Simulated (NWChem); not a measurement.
SiH3OF; SMILES O[SiH2]F

```xyz
6

Si    -0.4548     0.0188     0.0010
O      0.4607    -1.3526    -0.0714
F      0.4705     1.3390    -0.0219
H     -1.2987     0.0012    -1.2099
H     -1.2440     0.0821     1.2577
H      0.9899    -1.5765     0.7066
```
Atoms are numbered in this order, from 1.

The geometry was optimised at B3LYP/6-31G* (spherical d).

Task: List the 6 lowest vertical singlet excitations and the 6 lowest triplet ones from PBE/def2-SVP, TDA (NWChem).

Result: 
```
state  energy (eV)  oscillator strength  leading excitation (squared amplitude)
-----  -----------  -------------------  --------------------------------------
S1            7.82                0.004                      HOMO → LUMO (0.97)
S2            8.31                0.016                    HOMO−1 → LUMO (0.72)
S3            8.43                0.010                    HOMO → LUMO+1 (0.67)
S4            8.91                0.006                    HOMO−2 → LUMO (0.52)
S5            9.33                0.066                    HOMO−2 → LUMO (0.29)
S6            9.44                0.009                  HOMO−2 → LUMO+1 (0.76)
T1            7.40       spin-forbidden                      HOMO → LUMO (0.98)
T2            7.83       spin-forbidden                    HOMO−1 → LUMO (0.94)
T3            7.87       spin-forbidden                    HOMO → LUMO+1 (0.95)
T4            8.30       spin-forbidden                  HOMO−1 → LUMO+1 (0.97)
T5            8.53       spin-forbidden                    HOMO−2 → LUMO (0.83)
T6            8.62       spin-forbidden                    HOMO → LUMO+2 (0.72)
```
